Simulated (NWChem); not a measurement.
# GaCl2F; SMILES [F][Ga]([Cl])[Cl]

```xyz
4

Ga     0.0000     0.0000     0.2617
F      0.0000     0.0000     1.9975
Cl    -1.8591     0.0000    -0.7446
Cl     1.8591     0.0000    -0.7446
```
Atoms are numbered in this order, from 1.

Program: NWChem. Pople sets run with spherical d functions. All runs use the structure optimised with PBE0/def2-SVP. Vzz is the largest principal value of the second derivative of the potential at the nucleus (NWChem prints the opposite sign); η is the asymmetry. Non-relativistic.

| level | Vzz Ga1 (a.u.) | η Ga1 | Vzz Cl4 (a.u.) | η Cl4 |
|---|---|---|---|---|
| PBE/cc-pVTZ | 1.978 | 0.09 | 2.098 | 0.25 |
| PBE/6-31G* | ___ | 0.07 | ___ | 0.23 |
| PBE0/def2-SVP | 1.673 | 0.00 | 2.106 | 0.21 |
| PBE0/cc-pVTZ | 2.170 | 0.08 | 2.081 | 0.24 |

**Question.** Some entries are withheld; supply them.

**Answer.** 
- PBE/6-31G*, Vzz Ga1 (a.u.): 1.513
- PBE/6-31G*, Vzz Cl4 (a.u.): 2.240
